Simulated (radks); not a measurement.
Values are calculated unless marked as measured or tabulated.
Q: Eu LX, 4 electrons, occupied as [He] 2s2. Code: a radial shooting solver on a logarithmic mesh with Libxc functionals. Model: Dirac Kohn-Sham, PBE, spin-unpolarised, spherical densities, point nucleus. Some entries of the table are withheld. Estimate them.

| orbital | occ. | eigenvalue (hartree) | <1/r> (bohr^-1) |
|---|---|---|---|
| 1s1/2 | 2 | (1) | (2) |
| 2s1/2 | 2 | (3) | 17.71 |
| 2p1/2 | 0 | -485.7532 | 17.61 |
| 2p3/2 | 0 | -458.4350 | 15.66 |
| 3s1/2 | 0 | (4) | 7.550 |
| 3d3/2 | 0 | (5) | (6) |
| 3d5/2 | 0 | (7) | (8) |

A: 
(1) 1s1/2 eigenvalue (hartree): -2015.782
(2) 1s1/2 <1/r> (bohr^-1): 70.46
(3) 2s1/2 eigenvalue (hartree): -491.9599
(4) 3s1/2 eigenvalue (hartree): -211.6593
(5) 3d3/2 eigenvalue (hartree): -200.2338
(6) 3d3/2 <1/r> (bohr^-1): 6.907
(7) 3d5/2 eigenvalue (hartree): -197.9836
(8) 3d5/2 <1/r> (bohr^-1): 6.752
